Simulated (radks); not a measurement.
Results of a calculation; reference values are marked as such.
Q: All-electron atom: La XLIII in [Ne] 3s2 3p3 (the NIST ground configuration). Level of theory: scalar-relativistic Kohn-Sham, PBEsol, spin-polarised, spherical densities, finite nucleus; open shells are filled with parallel spins first (spin-orbit coupling, left out, can overturn this in heavy ions); Fermi nuclear charge, rms radius 4.855 fm (a radial shooting solver on a logarithmic mesh with Libxc functionals). Some entries of the table are withheld. Estimate them.

orbital,occ.,eigenvalue (Ry),<r^2> (bohr^2)
1s up,1,-3040.356,0.0008538
1s down,1,-3039.760,0.0008536
2s up,1,(1),0.01325
2s down,1,(2),0.01323
2p up,3,-593.3913,(3)
2p down,3,-592.7578,(4)
3s up,1,-250.9899,0.07554
3s down,1,-249.0479,0.07583
3p up,3,-237.0286,0.07220
3p down,0,-235.0784,0.07248

A: 
(1) 2s up eigenvalue (Ry): -638.4087
(2) 2s down eigenvalue (Ry): -637.9382
(3) 2p up <r^2> (bohr^2): 0.01048
(4) 2p down <r^2> (bohr^2): 0.01047
